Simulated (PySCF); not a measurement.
C4H6N2O2.
Z-matrix (Å and degrees, GFN2-xTB geometry), rows numbered from 1:
```
C 
O   1  1.4126
C   2  1.4008  1  114.24
C   3  1.4953  2  112.71  1    73.19
N   4  1.3015  3  128.21  2   -60.22
C   5  1.3576  4  102.84  3   178.87
N   6  1.2973  5  113.43  4     0.30
O   4  1.3368  3  119.86  2   118.75
H   1  1.0874  2  105.87  3  -179.48
H   1  1.0962  2  110.70  3    61.69
H   1  1.0934  2  111.45  3   -59.93
H   3  1.1021  2  110.81  1   -48.89
H   3  1.0926  2  106.51  1  -168.08
H   6  1.0693  5  123.24  4  -179.94
```

Computed at PBE0/pcSseg-1 (PySCF, non-relativistic), with Q(17O) = −0.0256 b, Q(14N) = 0.02044 b: O2, 17O (I = 5/2): χzz = -12.41 MHz, η = 0.990; N5, 14N (I = 1): χzz = -4.356 MHz, η = 0.062; N7, 14N (I = 1): χzz = -5.944 MHz, η = 0.940; O8, 17O (I = 5/2): χzz = -10.25 MHz, η = 0.066.

Where would the pure quadrupole (NQR) lines of 17O at O2 fall for the rigid, isolated species?

From the eigenvalues of H = χ/[4I(2I − 1)] × [3Iz² − I(I + 1) + η(Ix² − Iy²)], steps between neighbouring levels, labelled as for η = 0: ±1/2↔±3/2 3.260 MHz, ±3/2↔±5/2 3.288 MHz (ether oxygen).

Where would the pure quadrupole (NQR) lines of 14N at N5 fall for the rigid, isolated species?

From ν± = (3/4)|χ|(1 ± η/3) and ν0 = |χ|η/2: ν+ 3.335 MHz, ν− 3.199 MHz, ν0 0.135 MHz (pyridine-type nitrogen).

Find the zero-field quadrupole resonance frequencies of 14N at N7.

From ν± = (3/4)|χ|(1 ± η/3) and ν0 = |χ|η/2: ν+ 5.856 MHz, ν− 3.061 MHz, ν0 2.795 MHz (pyridine-type nitrogen).

Find the zero-field quadrupole resonance frequencies of 17O at O8.

From the eigenvalues of H = χ/[4I(2I − 1)] × [3Iz² − I(I + 1) + η(Ix² − Iy²)], steps between neighbouring levels, labelled as for η = 0: ±1/2↔±3/2 1.544 MHz, ±3/2↔±5/2 3.072 MHz (ring oxygen).

In a crystal, neighbours and librations shift these lines. GFN2-xTB bond lengths can be off by several hundredths of an ångström, more for odd bonds, and the gradients follow them. With a basis this small, the couplings can be 20 % off.

One conformer stands for the species.
